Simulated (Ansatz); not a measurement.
Stepwise reaction of `CC(C)B(O)O` with hydrogen, as a gas-phase model of exchange steps in deposition or etching. ΔE in kJ/mol.

Computed with Ansatz on PBE0-D4/def2-TZVP structures; ΔE is electronic, products minus reactants. CCSD(T)/CBS adds triple-zeta CCSD(T) − MP2 to the extrapolated MP2 energy (def2 sets, frozen cores). This one scheme is used for every species. Functionals use def2-TZVPP. B3LYP here is the variant with VWN-RPA as its local correlation; programs differ in this. Each species was taken in one conformer, which may not be the lowest.

| step | reaction | PBE-D4 | B3LYP-D4 | ωB97M-V | CCSD(T)/CBS |
| --- | --- | --- | --- | --- | --- |
| 2 | `CC(C)BO` + H₂ → `BC(C)C` + H₂O | 130.2 | 128.6 | 127.9 | 123.5 |

Problem. Give the row of step 1, `CC(C)B(O)O` + H₂ → `CC(C)BO` + H₂O. (An estimate is asked.)

Solution. The calculation gave: 
```
step                             reaction  PBE-D4  B3LYP-D4  ωB97M-V  CCSD(T)/CBS
   1  `CC(C)B(O)O` + H₂ → `CC(C)BO` + H₂O   117.5     119.5    120.9        115.1
```

Problem. By hand: ΔE of the 2 steps together at CCSD(T)/CBS.

Solution. (115.1) + (123.5) = 238.6 kJ/mol, or 119.3 kJ/mol a step.

In ΔE each step is higher than the one before. All are uphill at CCSD(T)/CBS. PBE-D4 differs from CCSD(T)/CBS by 2.4 to 6.7 kJ/mol a step. Isolated molecules leave out the surface, adducts and barriers. Largest T1 diagnostic: 0.011.
